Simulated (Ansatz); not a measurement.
Consider the hydrogenolysis of the Si–C bond: `C[Si](C)(S)S` + H₂ → `C[SiH](S)S` + CH₄.

Gas-phase electronic energies from Ansatz, PBE0-D4/def2-TZVP geometries. CCSD(T)/CBS is the MP2 limit (def2-TZVPP, def2-QZVPP) plus CCSD(T) − MP2 in def2-TZVPP, frozen cores. This one scheme is used for every species. Functionals use def2-TZVPP. B3LYP here is the variant with VWN-RPA as its local correlation; programs differ in this. HSE06 is defined as in plane-wave codes. One conformer a species, not always the lowest.

```json
{"level": "LDA (SPW92)", "ΔE (kcal/mol)": "-4.6", "difference from CCSD(T)/CBS": "0.1"}
{"level": "PBE-D4", "ΔE (kcal/mol)": "-4.6", "difference from CCSD(T)/CBS": "0.1"}
{"level": "BLYP-D4", "ΔE (kcal/mol)": "-4.9", "difference from CCSD(T)/CBS": "-0.2"}
{"level": "r2SCAN-D4", "ΔE (kcal/mol)": "-4.8", "difference from CCSD(T)/CBS": "-0.1"}
{"level": "B97M-V", "ΔE (kcal/mol)": "-6.3", "difference from CCSD(T)/CBS": "-1.6"}
{"level": "PBE0-D4", "ΔE (kcal/mol)": "-5.2", "difference from CCSD(T)/CBS": "-0.5"}
{"level": "B3LYP-D4", "ΔE (kcal/mol)": "-5.6", "difference from CCSD(T)/CBS": "-0.9"}
{"level": "r2SCANh-D4", "ΔE (kcal/mol)": "-5.0", "difference from CCSD(T)/CBS": "-0.3"}
{"level": "r2SCAN0-D4", "ΔE (kcal/mol)": "-5.2", "difference from CCSD(T)/CBS": "-0.5"}
{"level": "HSE06-D4", "ΔE (kcal/mol)": "-5.2", "difference from CCSD(T)/CBS": "-0.5"}
{"level": "BHLYP-D4", "ΔE (kcal/mol)": "-6.4", "difference from CCSD(T)/CBS": "-1.7"}
{"level": "CAM-B3LYP-D4", "ΔE (kcal/mol)": "-6.2", "difference from CCSD(T)/CBS": "-1.5"}
{"level": "ωB97X-V", "ΔE (kcal/mol)": "-5.5", "difference from CCSD(T)/CBS": "-0.8"}
{"level": "ωB97M-V", "ΔE (kcal/mol)": "-4.8", "difference from CCSD(T)/CBS": "-0.1"}
{"level": "B2PLYP", "ΔE (kcal/mol)": "-7.0", "difference from CCSD(T)/CBS": "-2.3"}
{"level": "PBE-QIDH", "ΔE (kcal/mol)": "-5.6", "difference from CCSD(T)/CBS": "-0.9"}
{"level": "PBE", "ΔE (kcal/mol)": "-6.6", "difference from CCSD(T)/CBS": "-1.9"}
{"level": "revPBE", "ΔE (kcal/mol)": "-7.5", "difference from CCSD(T)/CBS": "-2.8"}
{"level": "BLYP", "ΔE (kcal/mol)": "-8.8", "difference from CCSD(T)/CBS": "-4.1"}
{"level": "r2SCAN", "ΔE (kcal/mol)": "-5.3", "difference from CCSD(T)/CBS": "-0.6"}
{"level": "PBE0", "ΔE (kcal/mol)": "-6.9", "difference from CCSD(T)/CBS": "-2.2"}
{"level": "B3LYP", "ΔE (kcal/mol)": "-8.7", "difference from CCSD(T)/CBS": "-4.0"}
{"level": "r2SCANh", "ΔE (kcal/mol)": "-5.6", "difference from CCSD(T)/CBS": "-0.9"}
{"level": "r2SCAN0", "ΔE (kcal/mol)": "-5.9", "difference from CCSD(T)/CBS": "-1.2"}
{"level": "HSE06", "ΔE (kcal/mol)": "-6.9", "difference from CCSD(T)/CBS": "-2.2"}
{"level": "BHLYP", "ΔE (kcal/mol)": "-9.0", "difference from CCSD(T)/CBS": "-4.3"}
{"level": "LC-ωPBE", "ΔE (kcal/mol)": "-6.4", "difference from CCSD(T)/CBS": "-1.7"}
{"level": "RPA@PBE/def2-TZVPP", "ΔE (kcal/mol)": "-5.8", "difference from CCSD(T)/CBS": "-1.1"}
{"level": "MP2/def2-SVP", "ΔE (kcal/mol)": "-6.7", "difference from CCSD(T)/CBS": "-2.0"}
{"level": "CCSD/def2-SVP", "ΔE (kcal/mol)": "-9.1", "difference from CCSD(T)/CBS": "-4.4"}
{"level": "CCSD(T)/def2-SVP", "ΔE (kcal/mol)": "-8.3", "difference from CCSD(T)/CBS": "-3.6"}
{"level": "HF/def2-TZVPP", "ΔE (kcal/mol)": "-11.2", "difference from CCSD(T)/CBS": "-6.5"}
{"level": "MP2/def2-TZVPP", "ΔE (kcal/mol)": "-3.8", "difference from CCSD(T)/CBS": "0.9"}
{"level": "SCS-MP2/def2-TZVPP", "ΔE (kcal/mol)": "-5.5", "difference from CCSD(T)/CBS": "-0.8"}
{"level": "CCSD/def2-TZVPP", "ΔE (kcal/mol)": "-6.4", "difference from CCSD(T)/CBS": "-1.7"}
{"level": "HF/def2-QZVPP", "ΔE (kcal/mol)": "-11.2", "difference from CCSD(T)/CBS": "-6.5"}
{"level": "MP2/def2-QZVPP", "ΔE (kcal/mol)": "-3.4", "difference from CCSD(T)/CBS": "1.3"}
{"level": "SCS-MP2/def2-QZVPP", "ΔE (kcal/mol)": "-5.2", "difference from CCSD(T)/CBS": "-0.5"}
{"level": "HF/CBS(def2)", "ΔE (kcal/mol)": "-11.2", "difference from CCSD(T)/CBS": "-6.5"}
{"level": "CCSD/CBS(def2)", "ΔE (kcal/mol)": "-5.8", "difference from CCSD(T)/CBS": "-1.1"}
{"level": "CCSD(T)/CBS", "ΔE (kcal/mol)": "-4.7", "difference from CCSD(T)/CBS": "0"}
```

Largest T1 diagnostic among the species: 0.011.

Leaving LDA and LC-ωPBE aside and taking each functional with its dispersion term where it has one, the values, not all of them listed here, spread over 3.6 kcal/mol, from B2PLYP to revPBE-D4. LDA lies +2.0 kcal/mol from PBE without D4. The D4 term adds +3.1 kcal/mol with B3LYP and +1.7 kcal/mol with PBE0; it sums over pairs of atoms, weighted by their polarisabilities, and B3LYP, whose exchange is more repulsive, gets the larger term.
